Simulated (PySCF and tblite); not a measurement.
Values are calculated unless marked as measured or tabulated.
C8H11F, numbered as in [F:1][C:2]1=[CH:3][CH2:4][CH2:5][C:6]12[CH2:7][CH2:8][CH2:9]2.

Geometries GFN2-xTB; weights from B3LYP-D3(BJ)/def2-SVP (IEF-PCM, acetone) energies and GFN2-xTB thermal corrections, with symmetry numbers and mirror pairs. Conformers within 3 kcal/mol (GFN2-xTB free energy) were kept, 4 at most. Programs: PySCF with density fitting and tblite.

Rotational constants are equilibrium values for the commonest isotopes; dipoles come from the energy level named and are polarised by its solvent model.

The 4-ring runs over atoms 6–7–8–9. The 5-ring runs over atoms 2–3–4–5–6. Of a mirror pair one member is shown.

```tsv
conformer	shape	symmetry	weight %
1	4-ring puckered (ring torsions 10, -10, 10, -10°); 5-ring envelope (ring torsions 10, -17, 17, -11, 1°)	C1 (pair)	51.2
2	4-ring puckered (ring torsions -10, 10, -10, 10°); 5-ring envelope (ring torsions 10, -17, 16, -11, 0°)	C1 (pair)	48.8
```

Sets of constants, in random order:

```
set  A (MHz)  B (MHz)  C (MHz)  abs μa (D)  abs μb (D)  abs μc (D)
  P     2544     1584     1179        0.37        1.84        0.09
  Q     2490     1568     1156        0.03        1.85        0.08
```

Problem. Match each set to its conformer.

Solution. P is conformer 2, Q is conformer 1.

GFN2-xTB leaves a saturated small ring flat here that puckers in reality.
